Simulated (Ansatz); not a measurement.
I2Zn, charge -1, doublet, geometry from GFN2-xTB (such geometries of metal compounds can be far from the true shape) (a state made from the parent by changing its charge; the spin is typed, not shown lowest) (core potentials on I) (a gas-phase anion, which may not be bound at this level), with bond 2-1 at 1.5 times its length; PBE0/def2-SV(P) (Ansatz, a quantum-chemistry and plane-wave program).

Here is a job for Ansatz.
Ansatz 0.2 input:
```yaml
crystal:
  periodic: [false, false, false]
  atoms:
    - {symbol: Zn, position_ang: [-1.20083186, -0.31108620, -0.27389432]}
    - {symbol: I, position_ang: [0.86173223, 3.15317487, -1.91208896]}
    - {symbol: I, position_ang: [0.50550527, -1.82233465, 1.52105860]}
basis:
  gaussian:
    orbitals: def2-SV_P_.json
hamiltonian:
  xc: pbe0
total_charge: -1
magnetization: {spin_polarized: true, initial_magnetization: 1}
scf: {lower_state_search: standard}
```
The basis file holds def2-SV(P) in the JSON format of the Basis Set Exchange.

The log (banner, timings and long lists left out):

```
Functional definition: PBE0
935 factors; integrals over basis functions are off by at most 2.3e-4 eV
mean field evaluation 1: about -64610.6534 eV, gradient 1.3e1 eV
mean field evaluation 2: about -64607.0821 eV, gradient 2.4e1 eV
mean field evaluation 4: about -64611.5130 eV, gradient 1.8e0 eV
mean field evaluation 8: about -64611.6295 eV, gradient 2.7e-1 eV
mean field evaluation 16: about -64611.6320 eV, gradient 4.7e-3 eV
mean field evaluation 32: about -64610.6948 eV, gradient 2.4e0 eV
mean field evaluation 64: about -64611.5280 eV, gradient 1.2e0 eV
mean field -64611.63198800 eV, -2374.4336802220 hartree, gradient 6.7e-6 eV, S^2 0.755061; 8 other end points of the search recorded, 0 dependent functions left out
reference -64611.63201686 eV, -2374.4336812824 hartree; 41, 40 occupied and 35, 36 virtual orbitals, 935 factors
Total energy: -64611.63201686 eV, -2374.4336812824 hartree
```
